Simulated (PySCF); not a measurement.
# How exact exchange moves a shielding

Molecule: SMILES CC#C[SiH2]N[SiH3], C₃H₉NSi₂.

Geometry:
| atom | x (Å) | y (Å) | z (Å) |
| --- | --- | --- | --- |
| C1 | -3.437 | 0.656 | 0.435 |
| C2 | -2.195 | -0.020 | 0.107 |
| C3 | -1.149 | -0.586 | -0.164 |
| Si4 | 0.430 | -1.426 | -0.562 |
| N5 | 1.798 | -0.352 | -0.566 |
| Si6 | 2.895 | 0.010 | 0.737 |
| H7 | -4.074 | 0.770 | -0.456 |
| H8 | -4.006 | 0.090 | 1.189 |
| H9 | -3.241 | 1.660 | 0.843 |
| H10 | 0.688 | -2.475 | 0.464 |
| H11 | 0.289 | -2.045 | -1.913 |
| H12 | 1.860 | 0.259 | -1.377 |
| H13 | 2.610 | 1.317 | 1.412 |
| H14 | 4.303 | 0.071 | 0.236 |
| H15 | 2.763 | -1.083 | 1.743 |

GIAO shieldings (ppm, equivalent atoms averaged) in PySCF 2.14 on the PBE0-D3(BJ)/def2-SVP geometry, basis pcSseg-1, gas phase, non-relativistic:

```csv
functional,exact exchange (%),σ(C1),σ(Si6),σ(Si4)
BLYP,0,169.5,379.5,388.7
BP86,0,173.5,384.4,394.7
PBE,0,174.0,385.6,394.9
PBE0,25,178.6,400.8,409.1
mPW1PW91,25,177.5,399.2,408.1
BHandHLYP,50,179.0,410.2,417.4
HF,100,186.5,443.9,449.8
```

Q: Fit each shielding as a line in the percentage of exact exchange.

A: σ(C1) = 173.0 + 0.14 x (rms 1.7 ppm); σ(Si6) = 383.5 + 0.60 x (rms 2.3 ppm); σ(Si4) = 393.0 + 0.56 x (rms 2.5 ppm). The functionals also differ in their semilocal parts, which the line can't hold; Hartree–Fock has no correlation at all.

Q: What does the line predict for B3LYP (20 %), and what does the run give?

A: σ(C1): 175.8 predicted, 173.8 computed; σ(Si6): 395.5 predicted, 391.5 computed; σ(Si4): 404.2 predicted, 399.8 computed ppm.
